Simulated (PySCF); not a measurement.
## Ionisation energy of Re⁴⁵⁺ by level of theory

Re⁴⁵⁺ [Ar] 3d10 4s2 → Re⁴⁶⁺ [Ar] 3d10 4s1 [4s1/2^1, M_J = 1/2], as a difference of total energies. Computed with PySCF 2.14 in an even-tempered Gaussian basis (16 s from 6 bohr⁻², ratio 2.8; 13 p from 7.8 bohr⁻², ratio 2.8; 8 d from 14 bohr⁻², ratio 2.8; 4 f from 32 bohr⁻², ratio 3), with the two-component X2C-1e Hamiltonian. Correlated levels: [Ne] frozen; the 72 highest virtual spinors dropped. "Screened" scales the spin-orbit matrix elements by Boettger's factors to mimic the two-electron term; Breit and QED terms are absent.

```csv
method,ionisation energy (eV)
GHF (spin-free),2434.7
GMP2 (spin-free),2437.5
GHF (screened spin-orbit),2434.4
GMP2 (screened spin-orbit),2437.2
```

How much does correlation contribute at GMP2 (screened spin-orbit)?

2437.2 − (2434.4) = 2.8 eV, measured against GHF (screened spin-orbit).

Breit and QED terms and the two-electron picture change are absent.

For comparison: 2450 ± 4 eV (theoretical estimate listed by NIST; NIST Atomic Spectra Database, ionization energies).
